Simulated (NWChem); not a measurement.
System: C₂HClF₂; SMILES C(/F)=C(/F)Cl

```xyz
6

F     -0.2892    -2.2495     0.0000
C     -0.7030    -0.9913     0.0000
C      0.1649     0.0213     0.0000
F      1.4684    -0.1582     0.0000
Cl    -0.3283     1.6594     0.0000
H     -1.7835    -0.8439     0.0000
```
Atoms are numbered in this order, from 1.

Level: PBE0/def2-SVP (NWChem), optimised geometry, unscaled harmonic frequencies. 

List the harmonic frequencies with IR intensities, and the thermochemistry.


```json
[
 {"frequency (cm⁻¹)": "220", "IR intensity (km/mol)": "3.6"},
 {"frequency (cm⁻¹)": "268", "IR intensity (km/mol)": "2.8"},
 {"frequency (cm⁻¹)": "369", "IR intensity (km/mol)": "0.5"},
 {"frequency (cm⁻¹)": "496", "IR intensity (km/mol)": "0.8"},
 {"frequency (cm⁻¹)": "550", "IR intensity (km/mol)": "1.1"},
 {"frequency (cm⁻¹)": "813", "IR intensity (km/mol)": "20.4"},
 {"frequency (cm⁻¹)": "880", "IR intensity (km/mol)": "63.5"},
 {"frequency (cm⁻¹)": "1155", "IR intensity (km/mol)": "199.8"},
 {"frequency (cm⁻¹)": "1220", "IR intensity (km/mol)": "124.5"},
 {"frequency (cm⁻¹)": "1365", "IR intensity (km/mol)": "71.6"},
 {"frequency (cm⁻¹)": "1816", "IR intensity (km/mol)": "41.0"},
 {"frequency (cm⁻¹)": "3267", "IR intensity (km/mol)": "7.1"}
]
```

The zero-point energy is 17.7 kcal/mol, the thermal correction to the enthalpy at 298.15 K (with zero-point energy) is 21.3 kcal/mol and the heat capacity Cv comes out as 15.2 cal/(mol K). The entropy at 298.15 K and 1 atm (symmetry number 1) is 72.4 cal/(mol K). The dipole moment is 1.44 D.

Rigid rotor and harmonic oscillator.
